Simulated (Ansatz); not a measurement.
Gas-phase electronic energies from Ansatz, PBE0-D4/def2-TZVP geometries. CCSD(T)/CBS adds triple-zeta CCSD(T) − MP2 to the extrapolated MP2 energy (def2 sets, frozen cores). This one scheme is used for every species. Each species was taken in one conformer, which may not be the lowest.

Consider the redistribution: `[AlH2][SiH2][SiH3]` + `C[O][Al]([F])[Cl]` → `C[SiH2][SiH2][AlH2]` + `[OH][Al]([F])[Cl]`.

| species | CCSD(T)/CBS(def2) energy (Eh) |
| --- | --- |
| `[AlH2][SiH2][SiH3]` | -824.34741 |
| `C[O][Al]([F])[Cl]` | -916.81237 |
| `C[SiH2][SiH2][AlH2]` | -863.62302 |
| `[OH][Al]([F])[Cl]` | -877.57483 |

Work out ΔE.

ΔE = (-863.62302) + (-877.57483) − (-824.34741) − (-916.81237) = -0.03807 Eh = -100.0 kJ/mol.

Largest T1 diagnostic among the species: 0.013.

The D4 term adds −3.1 kJ/mol with B3LYP and −1.8 kJ/mol with PBE0; it sums over pairs of atoms, weighted by their polarisabilities, and B3LYP, whose exchange is more repulsive, gets the larger term. In def2-TZVPP, CCSD(T) changes the Hartree–Fock value by −17.1 kJ/mol (the triples alone add −1.9 kJ/mol) and MP2 by −25.2 kJ/mol.

B3LYP here is the variant with VWN-RPA as its local correlation; programs differ in this.
